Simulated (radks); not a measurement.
Fractional charge and spin in the 5s shell of antimony: the spin-up occupation runs from 0 to 1 and the spin-down occupation from 0 to 1; the fullest corner is Sb3+, [Kr] 4d10 5s(up 1, down 1). All-electron calculation, scalar-relativistic Kohn-Sham, PBEsol, spin-polarised, spherical densities, finite nucleus; Fermi nuclear charge, rms radius of each element as measured or else 0.836 A^(1/3) + 0.57 fm. Program: a radial shooting solver on a logarithmic mesh with Libxc functionals. Energy (eV) minus the two flat planes that join the four corners (they meet along the diagonal where the two added fractions sum to one electron); zero is where a piecewise linear energy would lie.

\begin{tabular}{lrrrrr}
down \ up & 0 & 0.25 & 0.5 & 0.75 & 1 \\ \hline
0 & 0.000 & -0.986 & -1.314 & -0.985 & 0.000 \\
0.25 & -0.986 & -1.217 & -0.797 & 0.271 & -0.939 \\
0.5 & -1.314 & -0.797 & 0.362 & -0.765 & -1.252 \\
0.75 & -0.985 & 0.271 & -0.765 & -1.168 & -0.938 \\
1 & 0.000 & -0.939 & -1.252 & -0.938 & 0.000 \\
\end{tabular}

Corners above the fullest one (they belong to Sb4+ and the next ion): (up 1, down 0) 43.971 eV, (up 0, down 1) 43.971 eV, (up 0, down 0) 99.647 eV. With half an added electron in each spin the energy lies 0.362 eV from the planes (fractional-spin error, the static-correlation error of a stretched bond), and with half an added electron in spin up alone -1.314 eV (fractional-charge error). For a frontier s shell over closed shells the exact functional lies on the planes.
